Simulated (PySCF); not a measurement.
A calculated (B97-3, PySCF 2.14, def2-QZVPPD, no relativity, point nucleus) atom or ion has these occupied shells.

```csv
shell,electrons,orbital energy (eV),"rms radius, mean of both spins (bohr)"
1s α,1,-413.16,0.267
1s β,1,-411.82,0.267
2s α,1,-36.497,1.37
2s β,1,-32.072,1.37
2p α,2,-24.309,1.39
```

Question: Name the element and its charge.

Answer: N+ (nitrogen, charge +1), in [He] 2s2 2p2, high-spin 3P determinant.
